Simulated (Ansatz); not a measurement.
The cluster Be₅Se₄⁺. The state is a doublet with charge 1. Geometry r2SCAN-D4/def2-SVP; atoms count from 1.

```xyz
9

Be    0.285   -0.945   -1.754
Be   -0.434    0.613    1.774
Be    0.018    1.321   -0.315
Be    1.940   -0.523    0.116
Be   -1.908    0.235    0.108
Se    1.876   -2.051   -1.196
Se    1.561    1.243    1.175
Se   -1.178    0.543   -1.919
Se   -2.160   -0.436    2.011
```

The structure comes from a short search, and lower isomers may exist.

**Question.** Estimate the Mulliken populations from the PBE0/def2-TZVP orbitals of Ansatz.

**Answer.** 
```
atom  charge (e)  spin (α − β)
 Be1        0.08          0.05
 Be2        0.05          0.19
 Be3        0.17          0.33
 Be4        0.08          0.05
 Be5        0.05          0.19
 Se6        0.16          0.00
 Se7        0.14          0.05
 Se8        0.14          0.05
 Se9        0.13          0.11
```
Mulliken values and Mayer orders depend strongly on the basis.

**Question.** Where does the spin sit?

**Answer.** Summed by element: Be 0.80, Se 0.20, of 1 unpaired in all. Largest on single atoms: Be3 0.33, Be2 0.19, Be5 0.19.

**Question.** And the Mayer bond orders between bonded heavy atoms (over 0.3)?

**Answer.** Be1–Se6 1.30 (2.02 Å); Be1–Se8 1.01 (2.09 Å); Be2–Be3 0.31 (2.25 Å); Be2–Be5 0.31 (2.26 Å); Be2–Se7 0.82 (2.18 Å); Be2–Se9 1.26 (2.03 Å); Be3–Be5 0.31 (2.25 Å); Be3–Se7 0.85 (2.15 Å); Be3–Se8 0.85 (2.15 Å); Be4–Se6 1.30 (2.02 Å); Be4–Se7 1.01 (2.09 Å); Be5–Se8 0.82 (2.18 Å); Be5–Se9 1.26 (2.03 Å).
